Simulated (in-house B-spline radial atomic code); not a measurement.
RPA and G0W0 on BLYP: Mg+

Configuration [Ne] 3s1, highest spin, mean-field start BLYP. Computed with an all-electron radial atomic-structure program (B-spline basis): all electrons, scalar-relativistic (spin-free one-electron X2C), finite nucleus, each spin shell either full or empty, empty states to l = 9 with an (l + 1/2)⁻⁴ tail; G0W0 by contour deformation at full frequency.

RPA overbinds a lone outer s electron by self-correlation, and G0W0 tends to as well.

Command:
```bash
python run_gw.py task.json out
```
Settings (radii: box in bohr, nucleus in fm):
```
Z                        12
electrons                11
configuration            [Ne] 3s1
hamiltonian              x2c
method                   b88,lyp
lmax                     9
rms_radius               3.057
spin_polarised           True
box_radius               23.78
intervals                72
ion_configuration        [He] 2s2 2p6
```

Time taken, with all properties: 4 s on 1 thread of Arm Neoverse N1, on a shared host.

Energies (hartree):

| term | value |
| --- | --- |
| mean-field total | -200.12471 |
| Hartree-Fock functional on these orbitals | -199.66703 |
| direct second order | -0.74773 |
| second-order exchange | 0.2784 |
| SOSEX correction | 0.24793 |

(1) What is the RPA correlation energy, and what remains with SOSEX?

Quasi-particle levels (eV):

```
  level  occupied  mean field  Σx - vxc     Σc  QP weight    G0W0
  3s up       yes     -11.841     -2.96      ?          ?       ?
3s down        no     -10.619      4.82  -1.95      0.857  -7.748
```

G0W0 = mean field + (Σx - vxc) + Σc, with Σc (partial-wave tail included) taken at the quasi-particle energy. Only the outer levels were computed. Levels of low weight are left out.

(2) Where does G0W0 put 3s up?

(3) What does it cost to remove one electron (to [He] 2s2 2p6) by differences of total energies, each species on its own start (correlation terms add to the Hartree-Fock functional)?

## Answers

(1) RPA gives -0.64427 hartree (-1.59 eV per electron); RPA + SOSEX gives -0.39634, and the second-order doubles -0.46933 hartree (no singles). SOSEX takes back 38 % of the RPA value.

(2) At -15.597 eV, with Σc = -0.80 eV and a quasi-particle weight of 0.912. The tabulated removal energy is 15.035 eV (NIST, measured); the calculation leaves out spin-orbit coupling, Breit and QED terms, and what these don't explain is the method's own error.

(3) BLYP 15.468 eV, Hartree-Fock functional 14.697 eV, + RPA 15.627 eV, + RPA + SOSEX 14.991 eV, + second order 15.113 eV. Tabulated: 15.035 eV (NIST, measured); the calculation leaves out spin-orbit coupling, Breit and QED terms, and what these don't explain is the method's own error.
